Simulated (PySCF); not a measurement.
What builds the third ionisation energy along group 12

Calculated with PySCF 2.14 from differences of total energies of unrestricted determinants, without spin-orbit coupling. Each column adds one step, in eV (sums use unrounded values): valence MP2, valence CCSD, valence triples, then the next inner shell at CCSD(T) (Zn 3s 3p, Cd 4s 4p, Hg 5s 5p). References (NIST) marked * lie between the lowest fine-structure levels; the others compare directly ((s) semi-empirical, (t) theoretical).

```json
{"element": "Zn [Ar] 3d10 → [Ar] 3d9 (x2c-TZVPPall with one added diffuse shell each of s, p, d, f type, spin-free X2C)", "UHF": "36.976", "+ MP2": "2.989", "+ CCSD": "-0.647", "+ (T)": "0.119", "+ inner shell": "0.119", "sum": "39.555", "reference": "39.723 *"}
{"element": "Cd [Kr] 4d10 → [Kr] 4d9 (x2c-TZVPPall with one added diffuse shell each of s, p, d, f type, spin-free X2C)", "UHF": "35.885", "+ MP2": "1.958", "+ CCSD": "-0.330", "+ (T)": "0.077", "+ inner shell": "-0.167", "sum": "37.423", "reference": "37.468 ± 0.006 *"}
{"element": "Hg [Xe] 4f14 5d10 → [Xe] 4f14 5d9 (x2c-TZVPPall with one added diffuse shell each of s, p, d, f type, spin-free X2C)", "UHF": "33.524", "+ MP2": "1.734", "+ CCSD": "-0.274", "+ (T)": "0.071", "+ inner shell": "-0.087", "sum": "34.968", "reference": "34.49 ± 0.05 *"}
```

What remains against the references is mostly basis incompleteness and, for starred values, spin-orbit coupling.

These are valence bases, so the inner-shell step is incomplete.
